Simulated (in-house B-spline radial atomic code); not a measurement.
How numerical settings move a run on Rb⁺, [Ar] 3d10 4s2 4p6. Computed with an all-electron radial atomic-structure program (B-spline basis): scalar-relativistic (X2C) Hartree-Fock, spin-polarised, averaged over the determinants with the given up and down occupations, Fermi nucleus of rms radius 4.2036 fm.

Command:
```bash
python run_scf.py task.json out
```
Settings of the sound reference run:
```
Z                37
electrons        36
configuration    [Ar] 3d10 4s2 4p6
hamiltonian      x2c
method           hf
spin_polarised   True
nucleus          fermi
rms_radius       4.2036
mass_number      85
atomic_mass      84.91179
speed_of_light   137.036
knot_spacing     0.22
spline_order     8
gauss_points     12
box_radius       35.29
max_iterations   70
damping          0.5
damped_steps     3
diis_vectors     10
tolerance        1e-08
start            Thomas-Fermi
```

Cost of the run: 0.35 s on 1 thread of Arm Neoverse N1, with other jobs on the host.

It converges in 10 iterations to -2979.013263 hartree, with 4p up at -27.4669 eV. The other runs change the listed settings, some to values that make no sense; their results aren't properties of the atom or ion. Radii are in bohr (the nuclear one in fm), a minus after a letter asks for a j subshell, and «unchanged» means within 1e-8 hartree. The run stops when the residual is below 10 × tolerance × max(1, Z/10), or a noise floor if that is larger, and the energy moves by less than 1e-8 × √|E| hartree; so very loose and very tight tolerances often act alike.

| changed settings | outcome |
| --- | --- |
| damping = 0.2 | converged in 9 iterations, energy unchanged, 4p up level +2.9e-06 eV |
| spline_order = 10 | converged in 10 iterations, energy +6.27e-07 hartree from the reference, 4p up level +6.1e-07 eV |
| box_radius = 2.12, first_knot = 0.00027, max_iterations = 50, damped_steps = 8, diis_vectors = 0 | converged in 19 iterations, energy +5.96e+00 hartree from the reference, 4p up level +3.7e+01 eV (the program warns: 4p up has a positive eigenvalue: unbound, held by the box; 4p down has a positive eigenvalue: unbound, held by the box) |
| damping = 0.8 | converged in 10 iterations, energy unchanged |
| damping = 0 | converged in 9 iterations, energy unchanged, 4p up level -2.0e-06 eV |
| spline_order = 5, gauss_points = 8, max_iterations = 100 | converged in 10 iterations, energy +3.61e-05 hartree from the reference, 4p up level -1.3e-06 eV |
| damping = 0.95 | converged in 10 iterations, energy unchanged, 4p up level -5.3e-07 eV |
| electrons = 37, configuration = [Ar] 3d10 4s2 4p6 1f1, max_iterations = 75 | stopped with error: there is no 1f shell |
| knot_spacing = 0.75, spline_order = 10, max_iterations = 12 | converged in 10 iterations, energy +1.63e+00 hartree from the reference, 4p up level -6.2e-02 eV (the program warns: 3s up reaches the box edge; 3s down reaches the box edge) |
| knot_spacing = 1, spline_order = 4, max_iterations = 100 | converged in 9 iterations, energy +7.46e+01 hartree from the reference, 4p up level -1.7e+00 eV |
| knot_spacing = 0.1, spline_order = 10, box_radius = 2.12, max_iterations = 60 | converged in 9 iterations, energy +5.96e+00 hartree from the reference, 4p up level +3.7e+01 eV (the program warns: 4p up has a positive eigenvalue: unbound, held by the box; 4p down has a positive eigenvalue: unbound, held by the box) |
| spline_order = 4 | converged in 10 iterations, energy +1.20e-03 hartree from the reference, 4p up level -4.1e-05 eV |

Q: What happens with spline_order = 7?

A: Converged in 10 iterations, energy +5.62e-08 hartree from the reference, 4p up level +3.2e-07 eV.

Q: What happens with start = bare nucleus?

A: Converged in 11 iterations, energy unchanged, 4p up level -9.1e-07 eV.

Q: What happens with hamiltonian = dirac?

A: Stopped with error: spin polarisation is not served with the Dirac Hamiltonian.

Q: What happens with spline_order = 6?

A: Converged in 10 iterations, energy +1.70e-06 hartree from the reference.
